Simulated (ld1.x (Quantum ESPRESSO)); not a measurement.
## An all-electron radial function and its pseudo partner (aluminium (Al))

Columns: radius, all-electron u(r) and pseudo u(r) of the 3p shell (level -2.71 eV) of aluminium in the configuration [Ne] 3s2 3p1; PBE, scalar-relativistic, TM scheme, ld1.x (Quantum ESPRESSO) 7.5.

```json
{"r (bohr)": "0.105", "all-electron": "0.0782", "pseudo": "-0.0026"}
{"r (bohr)": "0.210", "all-electron": "0.1695", "pseudo": "-0.0104"}
{"r (bohr)": "0.315", "all-electron": "0.2112", "pseudo": "-0.0231"}
{"r (bohr)": "0.420", "all-electron": "0.2068", "pseudo": "-0.0405"}
{"r (bohr)": "0.525", "all-electron": "0.1708", "pseudo": "-0.0623"}
{"r (bohr)": "0.630", "all-electron": "0.1163", "pseudo": "-0.0878"}
{"r (bohr)": "0.735", "all-electron": "0.0526", "pseudo": "-0.1167"}
{"r (bohr)": "0.840", "all-electron": "-0.0144", "pseudo": "-0.1483"}
{"r (bohr)": "0.945", "all-electron": "-0.0808", "pseudo": "-0.1820"}
{"r (bohr)": "1.050", "all-electron": "-0.1444", "pseudo": "-0.2173"}
{"r (bohr)": "1.155", "all-electron": "-0.2039", "pseudo": "-0.2536"}
{"r (bohr)": "1.260", "all-electron": "-0.2584", "pseudo": "-0.2903"}
{"r (bohr)": "1.365", "all-electron": "-0.3079", "pseudo": "-0.3268"}
{"r (bohr)": "1.470", "all-electron": "-0.3523", "pseudo": "-0.3625"}
{"r (bohr)": "1.575", "all-electron": "-0.3919", "pseudo": "-0.3967"}
{"r (bohr)": "1.680", "all-electron": "-0.4268", "pseudo": "-0.4286"}
{"r (bohr)": "1.785", "all-electron": "-0.4571", "pseudo": "-0.4576"}
{"r (bohr)": "1.890", "all-electron": "-0.4829", "pseudo": "-0.4830"}
{"r (bohr)": "1.995", "all-electron": "-0.5043", "pseudo": "-0.5043"}
{"r (bohr)": "2.100", "all-electron": "-0.5217", "pseudo": "-0.5217"}
{"r (bohr)": "2.205", "all-electron": "-0.5354", "pseudo": "-0.5354"}
{"r (bohr)": "2.310", "all-electron": "-0.5455", "pseudo": "-0.5455"}
{"r (bohr)": "2.415", "all-electron": "-0.5525", "pseudo": "-0.5525"}
{"r (bohr)": "2.520", "all-electron": "-0.5566", "pseudo": "-0.5566"}
{"r (bohr)": "2.625", "all-electron": "-0.5581", "pseudo": "-0.5581"}
{"r (bohr)": "2.730", "all-electron": "-0.5573", "pseudo": "-0.5573"}
```

Q: How many radial nodes do the two functions have?

A: The all-electron 3p function has n − l − 1 = 1; the pseudo-wave has 0, since the states of the same l below it are removed with the core.

Q: At about which radius was the pseudo-wave matched?

A: 2.10 bohr. The columns agree to 0.0005 from 1.89 bohr on; several derivatives are matched, so the curves merge somewhat inside the radius.

Q: Is the pseudo-wave norm-conserving?

A: Yes: the TM scheme keeps the norm inside the radius equal to the all-electron one, which fixes the energy derivative of the logarithmic derivative at the level.
